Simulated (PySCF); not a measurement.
**Computed properties of Ge(OH)(NH2) (GeH3NO), SMILES [NH2][Ge][OH]**

Ge(OH)(NH2) (GeH3NO), SMILES [NH2][Ge][OH] (connectivity only; charge and spin as stated), neutral, multiplicity 1. The structure is a stationary point at r2SCAN-D4/def2-TZVP. One conformer was computed; it need not be the lowest. All values are computed for the isolated molecule unless a solvent is named; none is compared with measurement here.

**Structure.** The optimised structure has Cs symmetry. All 12 harmonic modes at r2SCAN-D4/def2-TZVP (PySCF) are real, so it is a minimum. With heavy atoms numbered as in [Ge:1]([OH:2])[NH2:4], the shortest bond between them is Ge1–O2 at 1.796 Å and the longest Ge1–N4 at 1.832 Å.

**Vibrations.** The strongest infrared lines (harmonic, unscaled, degenerate partners summed) lie at 382 cm⁻¹ (309 km/mol, H 79 %, N 18 %), 683 cm⁻¹ (107 km/mol, O 33 %, H 31 %, N 24 %, Ge 12 %), 657 cm⁻¹ (72 km/mol, O 48 %, H 22 %, N 15 %, Ge 15 %). The softest mode is at 264 cm⁻¹ and the zero-point energy is 24.0 kcal/mol.

**Electronic structure.** HF/def2-TZVPD (PySCF) places the frontier levels at -9.88 and 1.66 eV, a gap of 11.54 eV, and gives a dipole moment of 2.61 D and a mean polarisability of 43.9 bohr³.

**Excitations.** TDA-B3LYP/def2-SVPD (PySCF) has S1 at 5.56 eV (223 nm, f = 0.128, bright); the most intense of the 10 singlets computed lies at 7.04 eV (f = 0.35). T1 (TDA) is at 3.73 eV, 1.83 eV under S1. No vertical singlet excitation falls in the visible range (under 3.1 eV).

**NMR.** GIAO shifts at PBE0/pcSseg-2 (PySCF) (non-relativistic, atoms alike by connectivity averaged): ¹H at 4.1 ppm against TMS.
